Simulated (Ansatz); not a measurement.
C₃H₁₀OSi (`CC(C)[SiH2]O`). The species carries charge 0 and has multiplicity 1.

```xyz
15

C    -0.210    0.124    1.618
C     0.410   -0.373    0.314
C    -0.465   -1.434   -0.350
Si    0.770    1.043   -0.862
O    -0.605    1.839   -1.321
H    -1.168    0.617    1.434
H    -0.396   -0.707    2.306
H     0.436    0.841    2.130
H     1.388   -0.821    0.538
H    -1.452   -1.029   -0.599
H    -0.019   -1.819   -1.271
H    -0.631   -2.284    0.319
H     1.474    0.505   -2.065
H     1.616    2.067   -0.197
H    -1.148    1.431   -1.994
```

(1) What are the harmonic wavenumbers in cm⁻¹ at PBE0-D4/def2-TZVP (Ansatz, finite differences of forces, unscaled)? (Estimate.)

(2) Is this a minimum?

(3) Give the ideal-gas thermochemistry at 298.15 K and 1 bar (rigid rotor, harmonic oscillator; point group C1, symmetry number 1).

## Answers

(1) Ansatz gave: 70, 145, 152, 222, 225, 247, 328, 440, 600, 611, 730, 840, 878, 904, 916, 924, 950, 987, 1024, 1114, 1189, 1266, 1317, 1391, 1412, 1479, 1489, 1498, 1502, 2183, 2231, 3012, 3029, 3034, 3094, 3100, 3108, 3116, 3935.

(2) Yes, all 39 modes are real.

(3) Zero-point energy 327.1 kJ/mol; H(298) − E = 350.7 kJ/mol; entropy 359.0 J/(mol·K), of which translation 165.0, rotation 111.7, vibration 82.3; G(298) − E = 243.7 kJ/mol. Modes under 100 cm⁻¹ are hindered rotations or soft bends, so the harmonic entropy is rough.
